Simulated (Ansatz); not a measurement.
A geometry relaxed with PBE0-D3(BJ)/def2-TZVP in Ansatz (a program for electronic structure), charge 0, multiplicity 2:

```xyz
3

F      1.1168    -0.1589     0.0000
B     -0.0534     0.4092     0.0000
H     -1.0634    -0.2504     0.0000
```

Question: Write the SMILES of this molecule.

Answer: `[BH]F`
